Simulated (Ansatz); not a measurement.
Ansatz (a first-principles code) input:

Ansatz 0.2 input:
```yaml
crystal:
  periodic: [false, false, false]
  atoms:
    - {symbol: F, position_ang: [-1.18052945, -0.44662393, 0.00012778]}
    - {symbol: S, position_ang: [0.00107893, 0.50509259, -0.00997059]}
    - {symbol: F, position_ang: [1.17861135, -0.45131845, 0.01759770]}
basis:
  gaussian:
    orbitals: def2-TZVPD
hamiltonian:
  xc: {name: BHLYP}
total_charge: 1
magnetization: {spin_polarized: true, initial_magnetization: 1}
output: {forces: true}
```

Problem. What final total energy does it print?

Solution. -597.48815 Eh (BHLYP/def2-TZVPD). The basis has 126 functions.
